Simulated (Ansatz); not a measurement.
CH5F2NSi, SMILES `N[SiH2]C(F)F` from Hartree–Fock to CCSD(T)

Cartesian coordinates in Å:
```
N 1.047 -0.135 1.275
Si 0.365 -0.587 -0.225
C -1.120 0.568 -0.594
F -0.684 1.869 -0.625
F -1.652 0.290 -1.822
H 1.528 0.739 1.403
H 1.327 -0.825 1.950
H 1.258 -0.463 -1.408
H -0.133 -1.979 -0.090
H -1.937 0.523 0.136
```

Charge 0, multiplicity 1. The structure was optimised at the PBE0-D4/def2-TZVP level. It is one conformer, not always the lowest. Frozen core, restricted reference, the Gaussian-basis code of Ansatz. CBS rows extrapolate triple and quadruple zeta; past MP2 they add the triple-zeta difference.

```csv
basis,HF (Eh),MP2 corr.
def2-SVP,-582.72619,-0.76855
def2-TZVPP,-583.19882,-0.99931
def2-QZVPP,-583.22141,-1.08439
```

Q: Estimate the CCSD correlation energy and the (T) correction in each basis where they were run (hartree).

A: 
```tsv
basis	CCSD corr.	(T)
def2-SVP	-0.81078	-0.01724
def2-TZVPP	-1.03200	-0.03424
CBS(def2)	-1.18010	as TZ
```
